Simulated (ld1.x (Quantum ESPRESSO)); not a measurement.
## Building the ultrasoft potential for ruthenium (BLYP, scalar-relativistic).

Input for ld1.x (Quantum ESPRESSO) 7.5:

```
&input
   title='Ru', zed=44., rel=1, dft='BLYP', iswitch=3,
   config='[Kr] 4d7 5s0.5 5p0.5',
   nld=3, rlderiv=4.50, eminld=-2.0, emaxld=5.0, deld=0.02
 /
 &inputp
   pseudotype=3, tm=.true., lloc=-2, rcloc=1.95,
   nlcc=.false.,
   which_augfun='PSQ', rmatch_augfun_nc=.true.,
   file_pseudopw='Ru.UPF', file_wfcaegen='ae.wfc', file_wfcncgen='nc.wfc', file_beta='beta', file_chi='chi', file_wfcusgen='us.wfc'
 /
6
5S  1  0   0.50   0.00  2.15  3.00  0.0
5S  1  0   0.00   1.70  2.15  3.00  0.0
5P  2  1   0.50   0.00  3.70  4.15  0.0
5P  2  1   0.00   0.35  3.70  4.15  0.0
4D  3  2   7.00   0.00  1.25  1.65  0.0
4D  3  2   0.00   0.45  1.25  1.65  0.0
 &test
   configts(1)='4d7 5s0.5 5p0.5'
 /
```

Command:

```bash
ld1.x < Ru.in > Ru.out
```

Output (shortened: banner, matrices, multipoles, cross overlaps and the repeated all-electron block are left out):

```
Program LD1 v.7.5
     --------------------------- All-electron run ----------------------------

     Ru
     scalar relativistic calculation

     atomic number is 44.00
     dft =BLYP   lsd =0 sic =0 latt =0  beta=0.20 tr2=1.0E-14
     Exchange-correlation= BLYP
                           (   1   3   1   3   0   0   0)
     mesh =1233 r(mesh) = 101.06970 a.u. xmin = -7.00 dx = 0.01250
     1 Ry =  13.60569312 eV, c = 137.03599908

     n l     nl                  e(Ry)          e(Ha)          e(eV)
     1 0     1S 1( 2.00)     -1612.7370      -806.3685    -21942.4054
     2 0     2S 1( 2.00)      -231.9260      -115.9630     -3155.5139
     2 1     2P 1( 6.00)      -207.7441      -103.8720     -2826.5021
     3 0     3S 1( 2.00)       -40.8663       -20.4332      -556.0148
     3 1     3P 1( 6.00)       -32.9220       -16.4610      -447.9266
     4 0     4S 1( 2.00)        -5.6683        -2.8341       -77.1206
     4 1     4P 1( 6.00)        -3.4649        -1.7324       -47.1417
     3 2     3D 1(10.00)       -20.1323       -10.0662      -273.9145
     4 2     4D 1( 7.00)        -0.4341        -0.2171        -5.9064
     5 0     5S 1( 0.50)        -0.3550        -0.1775        -4.8307
     5 1     5P 1( 0.50)        -0.0988        -0.0494        -1.3442

     final scf error:  3.4E-15 reached in  32 iterations

     Etot =   -9062.494553 Ry,   -4531.247277 Ha, -123301.519821 eV

     Ekin =    9371.970600 Ry,    4685.985300 Ha,  127512.155940 eV
     Encl =  -21857.735780 Ry,  -10928.867890 Ha, -297389.645392 eV
     Eh   =    3691.059538 Ry,    1845.529769 Ha,   50219.423371 eV
     Exc  =    -267.788911 Ry,    -133.894455 Ha,   -3643.453740 eV

     normalization and overlap integrals

     s(1S/1S) =  1.000000  <r> =   0.0334  <r2> =    0.0015  r(max) =   0.0216
     s(2S/2S) =  1.000000  <r> =   0.1457  <r2> =    0.0250  r(max) =   0.1229
     s(2P/2P) =  1.000000  <r> =   0.1269  <r2> =    0.0197  r(max) =   0.0981
     s(3S/3S) =  1.000000  <r> =   0.4028  <r2> =    0.1858  r(max) =   0.3600
     s(3P/3P) =  1.000000  <r> =   0.4031  <r2> =    0.1890  r(max) =   0.3555
     s(4S/4S) =  1.000000  <r> =   1.0180  <r2> =    1.1754  r(max) =   0.9193
     s(4P/4P) =  1.000000  <r> =   1.1277  <r2> =    1.4603  r(max) =   0.9785
     s(3D/3D) =  1.000000  <r> =   0.3842  <r2> =    0.1768  r(max) =   0.3022
     s(4D/4D) =  1.000000  <r> =   1.6935  <r2> =    3.5912  r(max) =   1.2102
     s(5S/5S) =  1.000000  <r> =   3.3280  <r2> =   12.8149  r(max) =   2.6934
     s(5P/5P) =  1.000000  <r> =   5.1167  <r2> =   31.4126  r(max) =   3.8221

     ------------------------ End of All-electron run ------------------------

     --------------------- Generating US pseudopotential ---------------------

      Generating local potential from pseudized AE potential:
      Matching radius rcloc =   1.9500
      Enforcing V''(0)=0 (lloc=-2)

      Local pseudo, rcloc= 1.946 Estimated cut-off energy=     8.58 Ry
      Wfc-us  5S rcutus= 2.977  Estimated cut-off energy=     5.17 Ry
      Wfc-us  5S rcutus= 2.977  Estimated cut-off energy=    10.34 Ry
      Wfc-us  5P rcutus= 4.120  Estimated cut-off energy=     4.45 Ry
      Wfc-us  5P rcutus= 4.120  Estimated cut-off energy=     5.85 Ry
      Wfc-us  4D rcutus= 1.634  Estimated cut-off energy=    42.75 Ry
      Wfc-us  4D rcutus= 1.634  Estimated cut-off energy=    46.03 Ry

     Q pseudized with Bessel functions
     Expected ecutrho=     292.8940 due to l1=  2   l2=  2

     ------------------- End of pseudopotential generation -------------------

     Computing logarithmic derivative in   4.52483
     Computing logarithmic derivative in   4.52483
     Computing the partial wave expansion
     R is outside the sphere for l=    0 j= 0.00
     R is outside the sphere for l=    0 j= 0.00
     R is outside the sphere for l=    1 j= 0.00
     R is outside the sphere for l=    1 j= 0.00
     R is outside the sphere for l=    2 j= 0.00
     R is outside the sphere for l=    2 j= 0.00

     ---------------------- Testing the pseudopotential ----------------------

     Ru
     scalar relativistic calculation

     atomic number is 44.00   valence charge is  8.00
     dft =BLYP   lsd =0 sic =0 latt =0  beta=0.20 tr2=1.0E-14
     mesh =1233 r(mesh) = 101.06970 xmin = -7.00 dx = 0.01250

     n l     nl             e AE (Ry)        e PS (Ry)    De AE-PS (Ry)
     3 2     4D   1( 7.00)       -0.43411       -0.43411        0.00000
     1 0     5S   1( 0.50)       -0.35505       -0.35505        0.00000
     2 1     5P   1( 0.50)       -0.09879       -0.09879        0.00000

     eps = 6.9E-16  iter = 22

     Etot =   -9062.494553 Ry,   -4531.247277 Ha, -123301.519821 eV
     Etotps =   -33.119738 Ry,     -16.559869 Ha,    -450.616992 eV

     Ekin =      29.682496 Ry,      14.841248 Ha,     403.850930 eV
     Encl =     -77.223934 Ry,     -38.611967 Ha,   -1050.685142 eV
     Ehrt =      31.870837 Ry,      15.935418 Ha,     433.624827 eV
     Ecxc =      -6.939437 Ry,      -3.469718 Ha,     -94.415846 eV
     Epseu=     -10.509701 Ry,      -5.254850 Ha,    -142.991762 eV

     ---------------------- End of pseudopotential test ----------------------
```

Generation and configuration tests took about 1.4 s on one core of a shared server CPU.

Transferability test of the new file with ld1.x, input:

```
&input
   title='Ru', zed=44., rel=1, dft='BLYP', iswitch=2,
   config='[Kr] 4d7 5s0.5 5p0.5'
 /
 &test
   file_pseudo='Ru.UPF', nconf=8,
   configts(1)='4d7 5s0.5 5p0.5',
   configts(2)='4d7 5s1 5p0',
   configts(3)='4d7 5s0 5p0',
   configts(4)='4d6 5s0 5p0',
   configts(5)='4d5 5s0 5p0',
   configts(6)='4d6 5s2 5p0',
   configts(7)='4d6 5s1 5p1',
   configts(8)='4d4 5s0 5p0'
 /
```

```bash
ld1.x < Ru.test.in > Ru.test.out
```

Pseudopotential blocks of its output, shortened (energy terms left out):

```
     ---------------------- Testing the pseudopotential ----------------------

     n l     nl             e AE (Ry)        e PS (Ry)    De AE-PS (Ry)
     3 2     4D   1( 7.00)       -0.43411       -0.43411        0.00000
     1 0     5S   1( 0.50)       -0.35505       -0.35505        0.00000
     2 1     5P   1( 0.50)       -0.09879       -0.09879        0.00000

     eps = 5.9E-15  iter = 22

     Etot =   -9062.494553 Ry,   -4531.247277 Ha, -123301.519821 eV
     Etotps =   -33.119738 Ry,     -16.559869 Ha,    -450.616992 eV

     ---------------------- End of pseudopotential test ----------------------
```

The test run then stopped with an error in chargeps: “negative rho”.
